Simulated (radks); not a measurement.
Problem. These are the eigenvalues of the occupied orbitals of an atom or ion with whole-number occupations (eV). All-electron calculation, scalar-relativistic Kohn-Sham, BLYP, spin-polarised, spherical densities, finite nucleus; Fermi nuclear charge, rms radius of each element as measured or else 0.836 A^(1/3) + 0.57 fm. Program: a radial shooting solver on a logarithmic mesh with Libxc functionals.

| orbital | eigenvalue |
|---|---|
| 1s up | -7221.465 |
| 1s down | -7220.737 |
| 2s up | -1042.205 |
| 2s down | -1041.562 |
| 2p up | -921.3160 |
| 2p down | -920.6662 |
| 3s up | -286.3771 |
| 3p up | -250.5573 |
| 3p down | -248.1510 |

Which element is it, and in what charge state? The configuration may be excited. Open shells, if any, are filled with parallel spins first.

Solution. Z = 26, iron, charge +9: Fe9+ in [Ne] 3s1 3p6. The list shows which subshells hold electrons but not how many an open one holds; the 1s level, -265.38 hartree, gives Z - s = 23.0 by -(Z - s)^2/2, which with screening and relativity narrows Z to a few neighbours, and the depths of the outer levels then fix element, charge and occupations together.
